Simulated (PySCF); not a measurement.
2-pyridin-2-yl-1,3-thiazole (C8H6N2S), SMILES c1ccc(-c2nccs2)nc1. Atoms are numbered in the order given.

```xyz
17

C     -3.3938     0.3798     0.3380
C     -2.8609    -0.5666    -0.5327
C     -1.4797    -0.6815    -0.6320
C     -0.6727     0.1605     0.1483
C      0.7980     0.0826     0.0832
N      1.6143     0.8158     0.7822
C      2.9104     0.5194     0.5091
C      3.1144    -0.4655    -0.4225
S      1.6047    -1.0476    -0.9832
N     -1.1861     1.0670     0.9824
C     -2.5045     1.1686     1.0703
H     -4.4722     0.5075     0.4508
H     -3.5121    -1.2099    -1.1290
H     -1.0332    -1.4163    -1.3063
H      3.7093     1.0571     1.0233
H      4.0549    -0.8661    -0.7967
H     -2.8860     1.9250     1.7665
```

The structure is a stationary point at PBE0-D3(BJ)/def2-SVP. One conformer was computed; it need not be the lowest.

Level of theory: r2SCAN/def2-SVP in PySCF.

Isolated molecule, no solvent.

Problem. Estimate the frontier levels, gap, dipole moment and polarisability. (The exact figures need the calculation; the answer reports its results.)

Solution. 
```json
{
  "highest_occupied_level": "-5.99 eV",
  "lowest_empty_level": "-2.42 eV",
  "orbital_gap": "3.56 eV",
  "dipole_moment": "2.67 D",
  "quadrupole, principal values (traceless, Buckingham form, about the centre of nuclear charge)": "-12.27, -8.11, 20.38 D·Å",
  "mean_static_polarisability": "114.6 bohr³ (16.98 Å³)",
  "polarisability_principal_values": "48.1, 111.0, 184.6 bohr³"
}
```
